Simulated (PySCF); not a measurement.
**Question.** What does the PBE0-D3(BJ)/def2-SVP structure of GeEtCl3, `[Ge]([CH2]C)([Cl])([Cl])[Cl]` look like in three dimensions?

**Answer.** 
Z-matrix in Å and degrees, rows numbered from 1:
```
Ge
C   1  1.9358
C   2  1.5216  1  112.54
H   2  1.1019  1  105.85  3  -122.86
H   2  1.1017  1  106.26  3   123.29
H   3  1.1006  2  110.62  1  -179.94
H   3  1.1002  2  111.35  1   -60.11
H   3  1.1004  2  111.43  1    60.22
Cl  1  2.1464  2  110.72  3    56.77
Cl  1  2.1464  2  111.46  3   -62.20
Cl  1  2.1430  2  112.37  3   177.01
```

All 3 Cl–Ge bonds measure 2.143 to 2.146 Å. Ge1 (germanium bonded to C and 3 Cl) is tetrahedral (angles from 107.0° to 112.4°).

Level of theory: PBE0-D3(BJ)/def2-SVP geometry optimisation, gas phase (PySCF).

Point group: near Cs, missed by 0.10 Å at most; the miss may be what the optimiser left on a soft mode. No PBE0-D3(BJ)/def2-SVP frequencies stand behind this structure, so it isn't proved a minimum.

Time: 4.0 min of wall time; peak memory 0.57 GiB. Hardware: an AMD EPYC with one thread, shared host. That covers the optimisation of the geometry.
